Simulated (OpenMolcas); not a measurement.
## Os4+: ligand-field states by method

Os4+ with its 6 nearest chloride ions at 2.409 Å, on the Zr site of Cs2ZrCl6 (a = 10.407 Å, distance in the model lattice 2.446 Å). The rest of the host is ab initio model potentials to 7.6 Å and point charges beyond; the distance is set by hand and nothing relaxes. Ligand basis ANO-RCC-VDZP.

* Program: OpenMolcas 26.06
* Basis: ANO-RCC-VTZP [8s7p5d3f2g1h]
* Scalar Hamiltonian: DKH2, point nucleus
* Active space: 4 electrons in 5 orbitals (5d)
* State averaging: 2S+1 = 5 even, 5 roots; 2S+1 = 3 even, 45 roots; 2S+1 = 1 even, 50 roots
* Spin-orbit coupling: state interaction with AMFI integrals over the reference wave functions

I. CASSCF
II. SS-CASPT2, IPEA 0.25 Eh, imaginary shift 0.1 Eh (closed shells correlated: 5s 5p and the ligand valence shells)

Spin-free states (labels of O, the rotations of Oh) in cm-1, each column counted from its own energy of the first state listed:

```csv
State,Degeneracy,I,II
3T1,3,0,0
1T2,3,7750,4890
1E,2,8845,5230
5E,2,10231,18170
1A1,1,17372,12800
3E,2,22609,24300
2S+1 = 3,3,24847,26600
2S+1 = 3,3,25432,27090
2S+1 = 3,1,26297,27680
2S+1 = 3,1,27198,28600
3E,2,27942,29020
2S+1 = 1,3,30269,28900
1A2,1,30349,28930
2S+1 = 1,3,31835,30210
1E,2,32933,30830
2S+1 = 3,3,37187,36750
2S+1 = 3,3,37409,35990
1A1,1,38645,34620
5T2,3,38962,50240
2S+1 = 1,3,43065,38500
```

From I to II, I's first state of the same spin (3E) moves from 22609 to 24300 cm-1, by about +1700 cm-1.

From I to II, I's first state of another spin (1T2) moves from 7750 to 4890 cm-1, by about -2900 cm-1.

χT at 300 K: I 0.22, II 0.20 cm3 K/mol.

The states above are spin-free; spin-orbit coupling is strong here and shifts and splits them by thousands of cm-1.

Roots that are degenerate in the reference are averaged as groups; the widest CASPT2 spread within a group is 580 cm-1 (the 3-fold group of multiplicity 1 near 94700 cm-1 above the lowest state of its run, II). Shifts and gaps below about the spread of the groups concerned are not significant. Over all roots computed the reference weight is 0.62 to 0.65 in II; a low but even weight reflects the number of correlated electrons. The least metal-like active orbital is 65 % on the metal (Löwdin) and no ligand orbital is active, so the numbers are rough, and ground spin, moment and any spin crossover can be artefacts of this space; highly charged d ions in such sites are as a rule low spin. Ligand-to-metal charge-transfer states are missing. With no ligand orbital active B as a rule stays too high, so bands that hang on it stand too high and its fall with covalency is understated. Without dynamic correlation the repulsion within the d shell is too large (B by tens of per cent), so at a given field states of lower spin stand too high (holds for I). This shell can be high or low spin here, a state of another spin lies low, and with metal d orbitals alone active their balance is uncertain, so the ground spin may be wrong, although the usual error favours high spin (holds for I). With metal d orbitals alone the field can be off either way by tens of per cent (holds for I). With one d shell and no ligand orbital active, 10Dq can be off by a tenth or more (holds for II). No measured value stands beside these numbers; the geometry was set by hand and not optimised.
